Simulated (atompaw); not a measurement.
## PBEsol PAW (atompaw) dataset for Mg, scalar-relativistic all-electron reference.

* Element: Mg (Z = 12)
* Generator: atompaw 4.2.0.5
* Type: PAW
* Functional: PBEsol
* Relativity: scalar-relativistic
* Frozen core: [Ne]
* Valence charge: 2
* Reference configuration: 3s2 3p0
* Partial waves: 3s (bound): rc 1.95 bohr; 3s channel at 0.75 Ry: rc 1.95 bohr; 3p (bound, empty): rc 3.00 bohr; 3p channel at 0.55 Ry: rc 3.00 bohr
* Local potential: troulliermartins scheme with l = 2 at 0.5 Ry, radius 2.85 bohr
* Core correction: smooth core density matched at 1.95 bohr
* Augmentation charge: besselshape compensation charge, radius 2.15 bohr; PAW radius 3.00 bohr; waves and projectors: custom polynom2 7 10 vanderbiltortho

All-electron outer shells of the reference configuration (PBEsol, scalar-relativistic, ld1.x):

```
shell  level (eV)  outermost node (bohr)  outermost maximum (bohr)
   2s      -79.59                   0.18                      0.55
   2p      -46.55                      –                      0.48
   3s       -4.68                   0.90                      2.56
   3p       -1.30                   0.96                      3.50
```

(1) Estimate the cutoffs (Ry, on a coarse ladder) from which the occupation-weighted sum of valence levels, in a spherical-Bessel basis at the reference potential, stays within 10 and 1 mRy of its value at 400 Ry.

(2) Does the potential have ghost states?

(3) Is the overlap operator S = 1 + Σ q|β⟩⟨β| positive definite (Bessel basis up to 400 Ry)?

Answers

(1) 12 Ry and 15 Ry.

(2) Ghost state, extra bound levels that the all-electron valence spectrum of the same l lacks: s at -15.0 eV. A true bound ghost makes a file unfit for plane-wave use.

(3) Yes: its lowest eigenvalue is 0.89 (s channel).
